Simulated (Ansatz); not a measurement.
Cost and result for the atomization energy of `O/C(Cl)=N/[SiH3]` (9 atoms, 8 bonds).

| atom | x (Å) | y (Å) | z (Å) |
| --- | --- | --- | --- |
| O1 | -1.5168 | 0.0453 | 1.9362 |
| C2 | -0.5142 | 0.1640 | 1.0694 |
| Cl3 | 0.7990 | 1.0133 | 1.8529 |
| N4 | -0.5199 | -0.2604 | -0.0976 |
| Si5 | 0.7326 | -0.1512 | -1.2922 |
| H6 | -2.2195 | -0.4273 | 1.4669 |
| H7 | 1.0079 | 1.2703 | -1.6267 |
| H8 | 0.2510 | -0.8572 | -2.5021 |
| H9 | 1.9800 | -0.7969 | -0.8066 |

Charge 0, multiplicity 1. The structure was optimised at the PBE0-D4/def2-TZVP level. It is one conformer, not always the lowest. Program: Ansatz. All runs use 4 threads of an Arm Neoverse V1 on a shared host. Times are those of one run each, without the atoms' runs, and a repeat can differ threefold. Electronic energies, without spin–orbit coupling; frozen cores. CCSD(T)/CBS adds CCSD(T) − MP2 in def2-TZVPP to the MP2 limit, and its time is that of the two runs behind it. T1 = 0.013. HSE06 is the plane-wave form, built on full-range PBE exchange.

CCSD(T)/CBS is a level of theory with its own doubt, some kJ/mol a heavy atom from the limit and from the frozen cores, so smaller differences don't rank the functionals.

| level | functions | wall time |
| --- | --- | --- |
| LDA (SPW92)/def2-TZVPP | 233 | 1.2 s |
| BLYP-D4/def2-TZVPP | 233 | 1.9 s |
| revPBE-D4/def2-TZVPP | 233 | 1.9 s |
| PBE0-D4/def2-TZVPP | 233 | 2.9 s |
| BHLYP-D4/def2-TZVPP | 233 | 3.1 s |
| HSE06-D4/def2-TZVPP | 233 | 3.2 s |
| CCSD(T)/def2-SVP | 98 | 3.6 s |
| r2SCAN-D4/def2-TZVPP (with forces) | 233 | 4.8 s |
| PBE-QIDH/def2-TZVPP | 233 | 5 s |
| r2SCANh-D4/def2-TZVPP | 233 | 5.5 s |
| MP2/def2-QZVPP | 431 | 17 s |
| CCSD(T)/def2-TZVPP | 233 | 110 s |
| CCSD(T)/CBS(def2) | – | 2.1 min |

Task: What atomization energy does each give, and how far from CCSD(T)/CBS? (An estimate is asked.)

Result: The calculation gave: 
| level | atomization (kJ/mol) | difference from CCSD(T)/CBS | per bond |
| --- | --- | --- | --- |
| LDA (SPW92)/def2-TZVPP | 3735.4 | 559.6 | 70.0 |
| BLYP-D4/def2-TZVPP | 3205.0 | 29.2 | 3.7 |
| revPBE-D4/def2-TZVPP | 3188.9 | 13.1 | 1.6 |
| PBE0-D4/def2-TZVPP | 3183.4 | 7.6 | 1.0 |
| BHLYP-D4/def2-TZVPP | 3044.0 | -131.8 | -16.5 |
| HSE06-D4/def2-TZVPP | 3186.7 | 10.9 | 1.4 |
| CCSD(T)/def2-SVP | 2944.4 | -231.4 | -28.9 |
| r2SCAN-D4/def2-TZVPP (with forces) | 3193.1 | 17.3 | 2.2 |
| PBE-QIDH/def2-TZVPP | 3142.5 | -33.3 | -4.2 |
| r2SCANh-D4/def2-TZVPP | 3158.9 | -16.9 | -2.1 |
| MP2/def2-QZVPP | 3218.2 | 42.4 | 5.3 |
| CCSD(T)/def2-TZVPP | 3069.2 | -106.6 | -13.3 |
| CCSD(T)/CBS(def2) | 3175.8 | 0.0 | 0.0 |

From BLYP to BHLYP (50 % exact exchange), in def2-TZVPP and without D4, the atomization energy moves by −140.2 kJ/mol: exact exchange takes away binding that semilocal exchange gives to molecules. At CCSD(T), def2-SVP lies −231.4 kJ/mol from the extrapolated value and def2-TZVPP −106.6 kJ/mol: correlation converges slowly with the basis, and small sets miss more of it in the bonded molecule than in its fragments. The D4 term adds +34.2 kJ/mol with B3LYP and +17.8 kJ/mol with PBE0; it sums over pairs of atoms, weighted by their polarisabilities, and B3LYP, whose exchange is more repulsive, gets the larger term.

B3LYP here is the variant with VWN-RPA as its local correlation; programs differ in this.
